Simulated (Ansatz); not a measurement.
System: CH6NSi, net charge 0, doublet state. It need not be the lowest isomer of its formula. 
Coordinates optimised at B3LYP-D3(BJ)/def2-TZVP (Ansatz, a first-principles code):
SMILES: C[N][SiH3]
```xyz
9

C     -1.5881    -0.1875     0.6057
N     -0.4980    -0.5685    -0.2285
Si     1.0262     0.2720    -0.2541
H     -2.2168    -1.0508     0.8464
H     -1.3150     0.3401     1.5300
H     -2.2318     0.4982     0.0294
H      2.1064    -0.7399    -0.2745
H      1.2300     1.1886     0.9022
H      1.0760     1.0611    -1.5106
```
Charge 0, spin multiplicity 2.

Basis-set convergence of Hartree-Fock and CCSD(T) correlation energies (hartree) with Ansatz. Correlated levels leave the core frozen unless marked. Open shells are spin-unrestricted. Spin-orbit coupling is left out. No relativistic terms.

| basis | functions | E(HF) | E(corr, CCSD(T)) |
|---|---|---|---|
| cc-pV(D+d)Z | 81 | -384.71295 | -0.44586 |
| cc-pV(T+d)Z | 183 | -384.75652 | -0.54165 |
| cc-pV(Q+d)Z | 354 | -384.76730 | -0.57157 |

Extrapolating the two largest sets (X = 3 and 4) as X^-3: E(corr) = (64·(-0.57157) - 27·(-0.54165))/37 = -0.5934 Eh, an estimate of the basis-set limit. The largest set recovers 96.3 % of it, the smallest 75.1 %.
